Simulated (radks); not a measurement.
Results of a calculation; reference values are marked as such.
Problem. All-electron atom: Se I in [Ar] 3d10 4s2 4p4 (the NIST ground configuration). Code: a radial shooting solver on a logarithmic mesh with Libxc functionals. Model: scalar-relativistic Kohn-Sham, Slater X-alpha with alpha = 0.922, spin-polarised, spherical densities, finite nucleus; open shells are filled with parallel spins first; Fermi nuclear charge, rms radius 4.14 fm. Some entries of the table are withheld. Estimate them.

orbital  occ.  eigenvalue (hartree)  <r> (bohr)  <r^2> (bohr^2)
1s up       1             -462.6241     0.04401        0.002607
1s down     1             -462.6180     0.04401        0.002607
2s up       1             -59.97905      0.1951         0.04490
2s down     1             -59.97601      0.1951         0.04490
2p up       3             -53.00458      0.1701         0.03541
2p down     3             -52.99964      0.1701         0.03541
3s up       1              -8.15181      0.5696          0.3734
3s down     1              -8.14389      0.5692          0.3728
3p up       3              -5.93353      0.5828          0.3983
3p down     3              -5.92418      0.5820          0.3970
3d up       5              -2.22726      0.6158          0.4729
3d down     5              -2.21377      0.6121          0.4658
4s up       1              -0.75121       1.743           3.480
4s down     1              -0.65143       1.744           3.502
4p up       3                   (1)         (2)             (3)
4p down     1                   (4)         (5)             (6)

Solution. 
(1) 4p up eigenvalue (hartree): -0.33313
(2) 4p up <r> (bohr): 2.148
(3) 4p up <r^2> (bohr^2): 5.386
(4) 4p down eigenvalue (hartree): -0.23622
(5) 4p down <r> (bohr): 2.227
(6) 4p down <r^2> (bohr^2): 5.886
